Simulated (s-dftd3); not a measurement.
C2H6Cd (SMILES [CH3][Cd][CH3]), singlet, geometry from GFN2-xTB (such geometries of metal compounds can be far from the true shape); D3(op) for tpssh (s-dftd3).

The s-dftd3 input:
```
$ s-dftd3 mol.xyz --op tpssh --json dftd3.json --noedisp --grad

# file mol.xyz
9

Cd    -0.00835718     0.00677890    -0.00900274
C      1.72910751     0.26199186    -1.35527105
H      2.43873465    -0.55641231    -1.22735542
H      2.25222449     1.19548024    -1.14545569
H      1.42109834     0.27822144    -2.40093621
C     -1.68891978    -0.29459000     1.39856313
H     -2.21775363    -1.22344116     1.18258930
H     -2.40816231     0.52243229     1.33762517
H     -1.32612310    -0.34607892     2.42591211
```

**Question.** Predict the main parts of the log of this s-dftd3 run.

**Answer.** 
```
-----------------------------------
 s i m p l e   D F T - D 3  v1.4.0
-----------------------------------

Optimized power damping: tpssh-D3(op)
--------------------
   s6        1.0000
   s8        0.4319
   s9        0.0000
   a1        0.5750
   a1        3.0000
  alp       14.0000
 beta        8.0000
--------------------

Dispersion energy:      -1.0208639990588E-03 Eh

Gradient norm:           4.4657409897331E-04 Eh/a0
--------------------------------------------------
     #    Z           dE/dx      dE/dy      dE/dz
--------------------------------------------------
     1   48 Cd    1.291E-05 -1.047E-05  1.390E-05
     2    6 C     4.024E-05  6.869E-06 -3.304E-05
     3    1 H    -1.555E-04  6.808E-05  5.358E-05
     4    1 H    -1.383E-04 -1.049E-04  4.617E-05
     5    1 H    -5.692E-05 -1.436E-05  1.713E-04
     6    6 C    -4.089E-05 -6.339E-06  3.233E-05
     7    1 H     1.358E-04  1.069E-04 -4.884E-05
     8    1 H     1.557E-04 -6.578E-05 -6.484E-05
     9    1 H     4.693E-05  2.000E-05 -1.705E-04
--------------------------------------------------

Virial:
--------------------------------------------------
      component           x          y          z
--------------------------------------------------
          x      -2.592E-03 -3.269E-04  1.619E-03
          y      -3.269E-04 -6.343E-04  2.643E-04
          z       1.619E-03  2.643E-04 -1.886E-03
--------------------------------------------------

[Info] JSON dump of results written to 'dftd3.json'
```
